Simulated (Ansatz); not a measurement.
Consider the formal exchange of groups at the Si–As bond: `O[SiH2][AsH2]` + `C#C` → `C#C[SiH2]O` + `[AsH3]`.

Program: Ansatz. Geometries: PBE0-D4/def2-TZVP. ΔE: electronic, gas phase. CCSD(T)/CBS is the MP2 limit (def2-TZVPP, def2-QZVPP) plus CCSD(T) − MP2 in def2-TZVPP, frozen cores. This one scheme is used for every species. Functionals use def2-TZVPP. For As outer-core shells are correlated without core-valence functions, which leaves a few kJ/mol of doubt a bond. Scalar relativity is left out up to krypton. One conformer a species, not always the lowest.

CCSD(T)/CBS gives -3.6 kcal/mol.

Another level gave -2.8 kcal/mol. Which?
A. CAM-B3LYP/def2-TZVPP
B. revPBE-D4/def2-TZVPP
C. HF/def2-TZVPP
D. r2SCANh/def2-TZVPP

B. revPBE-D4 -2.8, r2SCANh -4.0, CAM-B3LYP -5.0, HF/def2-TZVPP -6.4 kcal/mol.

Largest T1 diagnostic among the species: 0.013.

Leaving LDA and LC-ωPBE aside and taking each functional with its dispersion term where it has one, the values, not all of them listed here, spread over 2.8 kcal/mol, from B97M-V to PBE-D4. In def2-TZVPP, CCSD(T) changes the Hartree–Fock value by +1.9 kcal/mol (the triples alone add +0.1 kcal/mol) and MP2 by +1.9 kcal/mol. At CCSD(T), def2-SVP lies −2.3 kcal/mol from the extrapolated value and def2-TZVPP −0.9 kcal/mol.
